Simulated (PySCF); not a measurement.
Geometry (Å), atoms numbered from 1 in this order:
```xyz
21

C     2.2745   -0.7846   -0.5959
C     0.8938   -0.4763   -0.0250
C    -0.2131   -1.3627   -0.6067
C    -1.6058   -0.9995   -0.1059
C    -1.9940    0.4318   -0.4619
C    -1.0217    1.4589    0.1183
B     0.4817    1.0334    0.0558
C     1.5834    2.1121    0.2358
N     2.4130    2.9154    0.3570
H     2.5258   -1.8508   -0.4813
H     2.3160   -0.5522   -1.6720
H     3.0620   -0.1948   -0.1037
H     0.9333   -0.6827    1.0740
H     0.0066   -2.4218   -0.3888
H    -0.1918   -1.2745   -1.7087
H    -1.6478   -1.1304    0.9916
H    -2.3464   -1.7010   -0.5226
H    -3.0234    0.6414   -0.1290
H    -2.0073    0.5312   -1.5617
H    -1.1853    2.4739   -0.2784
H    -1.1911    1.5688    1.2130
```

Theory: coordinates at the PBE0-D3(BJ)/def2-SVP level, CAM-B3LYP/pcSseg-1 with gauge-including orbitals, in PySCF 2.14 (isolated molecule, averaged over atoms made equivalent by symmetry, fast rotation or ring inversion, no relativistic terms, one computed conformer).

**Question.** Predict the 2D correlation tables (HSQC, COSY, HMBC).

**Answer.** 

HSQC (one-bond C–H):
| δH | δC |
| --- | --- |
| 1.85 (H20) | 29.3 (C6) |
| 1.81 (H17) | 29.2 (C4) |
| 1.79 (H18) | 24.8 (C5) |
| 1.79 (H14) | 34.3 (C3) |
| 1.36 (H16) | 29.2 (C4) |
| 1.33 (H10/H11/H12) | 18.1 (C1) |
| 1.25 (H19) | 24.8 (C5) |
| 1.13 (H15) | 34.3 (C3) |
| 0.74 (H21) | 29.3 (C6) |
| 0.38 (H13) | 38.4 (C2) |

COSY cross peaks (H two or three bonds apart, from the bond graph; peaks can be absent where the dihedral angle is near 90°):
| δH | δH |
| --- | --- |
| 1.85 (H20) | 1.79 (H18) |
| 1.85 (H20) | 1.25 (H19) |
| 1.85 (H20) | 0.74 (H21) |
| 1.81 (H17) | 1.79 (H18) |
| 1.81 (H17) | 1.79 (H14) |
| 1.81 (H17) | 1.36 (H16) |
| 1.81 (H17) | 1.25 (H19) |
| 1.81 (H17) | 1.13 (H15) |
| 1.79 (H18) | 1.36 (H16) |
| 1.79 (H18) | 1.25 (H19) |
| 1.79 (H18) | 0.74 (H21) |
| 1.79 (H14) | 1.36 (H16) |
| 1.79 (H14) | 1.13 (H15) |
| 1.79 (H14) | 0.38 (H13) |
| 1.36 (H16) | 1.25 (H19) |
| 1.36 (H16) | 1.13 (H15) |
| 1.33 (H10/H11/H12) | 0.38 (H13) |
| 1.25 (H19) | 0.74 (H21) |
| 1.13 (H15) | 0.38 (H13) |

HMBC (two and three bonds, from the bond graph):
| δH | δC |
| --- | --- |
| 1.85 (H20) | 130.8 (C8), 38.4 (C2), 29.2 (C4), 24.8 (C5) |
| 1.81 (H17) | 38.4 (C2), 34.3 (C3), 29.3 (C6), 24.8 (C5) |
| 1.79 (H18) | 34.3 (C3), 29.3 (C6), 29.2 (C4) |
| 1.79 (H14) | 38.4 (C2), 29.2 (C4), 24.8 (C5), 18.1 (C1) |
| 1.36 (H16) | 38.4 (C2), 34.3 (C3), 29.3 (C6), 24.8 (C5) |
| 1.33 (H10/H11/H12) | 38.4 (C2), 34.3 (C3) |
| 1.25 (H19) | 34.3 (C3), 29.3 (C6), 29.2 (C4) |
| 1.13 (H15) | 38.4 (C2), 29.2 (C4), 24.8 (C5), 18.1 (C1) |
| 0.74 (H21) | 130.8 (C8), 38.4 (C2), 29.2 (C4), 24.8 (C5) |
| 0.38 (H13) | 130.8 (C8), 34.3 (C3), 29.3 (C6), 29.2 (C4), 18.1 (C1) |

δ = σ(ref) − σ, references computed at the same level: 1H (σref 31.33), 13C (σref 182.45) vs TMS.

Short H···H contacts in this conformer between protons four or more bonds apart (candidates for NOE cross peaks, intensity ∝ r⁻⁶): H15···H19 2.56 Å, H10···H14 2.58 Å, H11···H15 2.61 Å, H13···H16 2.62 Å, H16···H21 2.75 Å.

A carbon bonded to boron is broadened by the quadrupolar boron nucleus and is often missing from a measured spectrum. Shifts are as computed, not scaled to solution data. Of 1309 compounds with measured shifts, 239 miss one by over three times the rms of a fit or turn the order of signals round; such compounds aren't used in these exercises.
